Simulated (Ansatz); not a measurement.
`CC[O][SnH3]` + HCl → `[Cl][SnH3]` + `CCO` at 600 K and 1 bar (ligand exchange at the Sn–O bond).

Gas-phase electronic energies from Ansatz, PBE0-D4/def2-TZVP geometries. CBS: MP2 limit from def2 TZ/QZ plus the TZ coupled-cluster correction, frozen cores. This one scheme is used for every species. def2 core potentials past Kr. For Sn outer-core shells are correlated without core-valence functions, which leaves a few kJ/mol of doubt a bond. One conformer a species, not always the lowest.

| species | CCSD(T)/CBS energy (Eh) | H − E (kJ/mol) | S (J/(mol·K)) |
| --- | --- | --- | --- |
| `CC[O][SnH3]` | -370.09955 | 299.4 | 451.5 |
| HCl | -460.38127 | 35.4 | 207.2 |
| `[Cl][SnH3]` | -675.62576 | 90.8 | 325.6 |
| `CCO` | -154.88256 | 250.6 | 328.9 |

H − E and S are ideal-gas, rigid-rotor, harmonic terms from PBE0-D4/def2-TZVP, for one conformer and one mirror image of each species. 1 Eh = 2625.50 kJ/mol, R = 8.31446 J/(mol·K).

**Question.** By hand: ΔE, ΔH, ΔS and ΔG.

**Answer.** ΔE = (-675.62576) + (-154.88256) − (-370.09955) − (-460.38127) = -0.02750 Eh = -72.2 kJ/mol. Δ(H − E) = 90.8 + 250.6 − 299.4 − 35.4 = 6.6, so ΔH = -65.6 kJ/mol. ΔS = 325.6 + 328.9 − 451.5 − 207.2 = -4.2 J/(mol·K). ΔG = -65.6 − 600 × (-4.2)/1000 = -63.1 kJ/mol.

**Question.** By hand: the equilibrium constant, and the temperature at which ΔG would vanish if ΔH and ΔS stayed fixed.

**Answer.** log₁₀ K = −ΔG/(RT ln 10) = 5.5. ΔG = 0 at ΔH/ΔS = 15619 K, far beyond where these terms or the molecules hold.

The number of gas molecules stays the same, so ΔS is small and ΔH decides. A doubt of 5 kJ/mol in ΔE shifts log₁₀ K by 0.4 here. Other conformers and mirror images would add mixing entropy, several J/(mol·K) or more a flexible species. Modes under 60 cm⁻¹, often nearly free rotors, make the harmonic entropy too high. These are equilibria of isolated gas molecules and say nothing of rates. Largest T1 diagnostic: 0.013 (customary marks: 0.02 for closed shells, 0.045 for open ones).
